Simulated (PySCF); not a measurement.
Input file for PySCF: R-B3LYP/LANL2DZ on KRb, 2S+1 = 1, a spin state set in the input, which need not be the lowest, a point of a bond scan (R = 3.965 Å).

```python
from pyscf import gto, scf, dft, mp
from pyscf.data.elements import chemcore

mol = gto.M(
    atom='''
    K     0.00000000    0.00000000    0.00000000
    Rb    0.00000000    0.00000000    3.96502600
    ''',
    basis='lanl2dz',
    ecp={'K': 'lanl2dz', 'Rb': 'lanl2dz'},
    charge=0, spin=0, verbose=3, max_memory=1800)
mf = dft.RKS(mol, xc='b3lyp')
mf.conv_tol = 1e-8
mf.max_cycle = 100
mf.kernel()
if not mf.converged:
    mf = mf.newton().run(mf.mo_coeff, mf.mo_occ)
```

Problem. What total energy does the run end on?

Solution. -52.0154 hartree.
